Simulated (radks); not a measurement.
Results of a calculation; reference values are marked as such.
Q: All-electron atom: the selenium ion Se9+ in [Ar] 3d7. Level of theory: non-relativistic Kohn-Sham, PBE, spin-polarised, spherical densities, point nucleus; open shells are filled with parallel spins first (a radial shooting solver on a logarithmic mesh with Libxc functionals). Some entries of the table are withheld. Estimate them.

orbital,occ.,eigenvalue (hartree),r(max) (bohr)
1s up,1,-459.6541,0.02971
1s down,1,-459.6538,0.02971
2s up,1,-65.07262,0.1682
2s down,1,-64.93946,0.1681
2p up,3,-59.20687,(1)
2p down,3,-59.10971,(2)
3s up,1,-14.60786,0.5031
3s down,1,-14.41663,0.5040
3p up,3,-12.57814,(3)
3p down,3,-12.38504,(4)
3d up,5,(5),0.4289
3d down,2,(6),0.4315

A: 
(1) 2p up r(max) (bohr): 0.1334
(2) 2p down r(max) (bohr): 0.1332
(3) 3p up r(max) (bohr): 0.4930
(4) 3p down r(max) (bohr): 0.4941
(5) 3d up eigenvalue (hartree): -9.01172
(6) 3d down eigenvalue (hartree): -8.80304
